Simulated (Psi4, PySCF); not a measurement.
Input for Psi4:
```
memory 2 GB

molecule mol {
0 1
  C    -1.206386    0.785748   -0.411091
  C     0.027106    1.290884   -0.293763
  Si    1.213557   -0.072862    0.247381
  C    -0.238140   -1.278214    0.250744
  C    -1.352771   -0.632096   -0.110587
  H    -2.074203    1.359000   -0.708668
  H     0.246039    2.326892   -0.492070
  H     1.789556    0.148960    1.574571
  H     2.232005   -0.390415   -0.754786
  H    -0.234511   -2.327584    0.494420
  H    -2.327536   -1.094718   -0.188616
}

set basis 6-31g*
set reference rks
set scf_type pk
set puream true
set d_convergence 1e-8
set dft_radial_points 99
set dft_spherical_points 590

energy('b3lyp5')
print_variables()
```

Q: Give the equivalent PySCF input.

A: Several could match; the one computed here: 
```python
from pyscf import gto, scf, dft

mol = gto.M(
    atom='''
C    -1.20638586    0.78574789   -0.41109095
C     0.02710569    1.29088450   -0.29376265
Si    1.21355663   -0.07286224    0.24738050
C    -0.23813991   -1.27821395    0.25074385
C    -1.35277056   -0.63209551   -0.11058672
H    -2.07420278    1.35899959   -0.70866783
H     0.24603893    2.32689193   -0.49207049
H     1.78955600    0.14895981    1.57457124
H     2.23200545   -0.39041535   -0.75478595
H    -0.23451069   -2.32758409    0.49442049
H    -2.32753594   -1.09471811   -0.18861565
''',
    basis='6-31g*',
    verbose=4,
)

mf = dft.RKS(mol)
mf.xc = 'b3lyp5'
mf.grids.atom_grid = (99, 590)
mf.grids.prune = None
mf.kernel()
```

Both were run: Psi4 gave -445.313594 Eh and PySCF -445.313594 Eh, 0.000 mEh apart.
